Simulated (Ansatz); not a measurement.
Process, species as SMILES: C[OH+]C(C)=O → [OH+]=C(OC)C

Wanted: isomerisation energy (electronic), in kcal/mol. Conventions: 6-31G* and kin with 6d, 5d where marked; no dispersion term unless named; non-relativistic; spin-orbit terms left out; valence correlation only. CBS(X,Y): correlation extrapolated as X^-3; Hartree-Fock from the larger set. [CCSD(T)-MP2]/basis is that difference in the basis named. First-principles rows: single points at B3LYP-D3(BJ) geometries (Ansatz, a quantum-chemistry and plane-wave program).

| species | coefficient | E at HF/6-31G* (Ansatz), Eh | E at PBE/def2-TZVPD (Ansatz), Eh |
|---|---|---|---|
| C[OH+]C(C)=O | -1 | -267.11960 | -268.47575 |
| COC(C)=[OH+] | +1 | -267.16308 | -268.50740 |

Coupled cluster (Ansatz) is a level with limits of its own, used here on species with T1 under 0.025 (0.045 for open shells) and stable references: RI-MP2/CBS(cc-pVTZ,cc-pVQZ)+[CCSD(T)-MP2]/cc-pVTZ. Value to compare with, RI-MP2/CBS(cc-pVTZ,cc-pVQZ)+[CCSD(T)-MP2]/cc-pVTZ (Ansatz): -20.7 kcal/mol. 1 Eh = 627.5095 kcal/mol.

Q: Compute it at each level from the table, and compare with RI-MP2/CBS(cc-pVTZ,cc-pVQZ)+[CCSD(T)-MP2]/cc-pVTZ (Ansatz).

A: 
- HF/6-31G*: the sum of coefficient times E is -0.04348 Eh, or -27.28 kcal/mol. Result: -27.3 kcal/mol. Its difference against RI-MP2/CBS(cc-pVTZ,cc-pVQZ)+[CCSD(T)-MP2]/cc-pVTZ (Ansatz) is -6.6 kcal/mol.
- PBE/def2-TZVPD: the sum of coefficient times E is -0.03165 Eh, or -19.86 kcal/mol. Result: -19.9 kcal/mol. Its difference against RI-MP2/CBS(cc-pVTZ,cc-pVQZ)+[CCSD(T)-MP2]/cc-pVTZ (Ansatz) is 0.8 kcal/mol.
